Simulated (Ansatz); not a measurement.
# A barrier at the coupled-cluster level

Start structure (BH2OF3, singlet), relaxed at PBE0-D4/def2-TZVP:

B1  (-0.428, -0.614, -0.063)
F2  (-1.313, -0.034, -0.905)
F3  (0.228, -1.683, -0.526)
F4  (-0.771, -0.633, 1.245)
H5  (0.543, 1.368, -0.589)
O6  (0.832, 0.634, -0.033)
H7  (0.910, 0.962, 0.871)
(Å)

The step: BF₃ ([F][B]([F])[F]) + H₂O → BHOF₂ ([OH][B]([F])[F]) + HF; bonds formed: F2–H5; dative contacts that become bonds: B1–O6; bonds broken: B1–F2, H5–O6. Computed with Ansatz 0.2.0 (basis: def2-TZVPP and def2-QZVPP); correlated methods freeze the cores. Extrapolation: Hartree–Fock as exp(−7.88 √X), correlation as X^−2.97. Energies below are by CCSD(T) at an estimated basis limit (MP2 extrapolated from triple and quadruple zeta, plus CCSD(T) − MP2 in triple zeta).

Question: What are the electronic barrier and the energy of the step, from the start structure to the end structure? (To be estimated.)

Answer: By the calculation: Barrier 1.168 eV; step energy 0.229 eV (uphill); reverse barrier, their difference, 0.939 eV. Barrier and step energy count from the start structure, the reverse barrier from the end structure.

The saddle point: One imaginary mode of 964i cm⁻¹.
| pair | start (Å) | saddle (Å) | end (Å) |
| --- | --- | --- | --- |
| B1–O6 | 1.77 | 1.49 | 1.36 |
| F2–H5 | 2.35 | 1.12 | 0.93 |
| B1–F2 | 1.35 | 1.65 | 3.76 |
| H5–O6 | 0.96 | 1.27 | 1.77 |

Zero-point energy (harmonic, PBE0-D4): ZPE is 1.033 eV at the start and 0.944 eV at the saddle, so the barrier goes from 1.168 to 1.079 eV.

The T1 diagnostic stays at or below 0.012.

The step is the kind of ligand exchange by which a precursor binds to a hydroxyl group, or is hydrolysed, in atomic layer deposition of oxides.

Labels in which every atom is bracketed show which atoms are joined, not bond orders.

For scale, one of the runs: CCSD(T)/def2-TZVPP, 183 basis functions, launched by `ansatz run in.yaml --threads 4 --pin off --events-out ev --progress --plain --max-ram 9574MiB`. Time: 45 s of wall clock on 4 CPU threads of an Arm Neoverse V2; the host was shared. Peak host memory: 2.1 GiB.
